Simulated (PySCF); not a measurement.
**V⁺: excitation energy**

V⁺ [Ar] 3d4 (5D) → V⁺ [Ar] 3d3 4p1 (high-spin determinant), as a difference of total energies. Calculation: PySCF 2.14, in aug-cc-pwCVTZ; the non-relativistic Hamiltonian (point nucleus). Correlated levels: valence: [Ar] frozen; valence and next inner shell: [Ne] frozen; nothing frozen. The calculations carry no spin-orbit coupling.

```json
{"method": "UHF", "excitation energy (eV)": "3.586"}
{"method": "LDA", "excitation energy (eV)": "4.997"}
{"method": "PBE", "excitation energy (eV)": "4.676"}
{"method": "PBE0", "excitation energy (eV)": "4.559"}
{"method": "BLYP", "excitation energy (eV)": "4.566"}
{"method": "M06-2X", "excitation energy (eV)": "4.482"}
{"method": "PW91", "excitation energy (eV)": "4.700"}
{"method": "MP2 (valence)", "excitation energy (eV)": "4.176"}
{"method": "SCS-MP2 (valence)", "excitation energy (eV)": "3.782"}
{"method": "MP2 (valence and next inner shell)", "excitation energy (eV)": "4.783"}
{"method": "SCS-MP2 (valence and next inner shell)", "excitation energy (eV)": "4.340"}
{"method": "MP2 (all electrons)", "excitation energy (eV)": "4.801"}
{"method": "SCS-MP2 (all electrons)", "excitation energy (eV)": "4.352"}
```

Question: How much does correlation contribute at MP2 (all electrons)?

Answer: 4.801 − (3.586) = 1.215 eV, measured against UHF.

A first-order spin-orbit estimate (lowest level to lowest level, LS coupling) adds -0.031 eV.

The determinant of the upper state mixes LS terms, which raises its energy above the lowest term, most at the Hartree-Fock and MP2 levels.
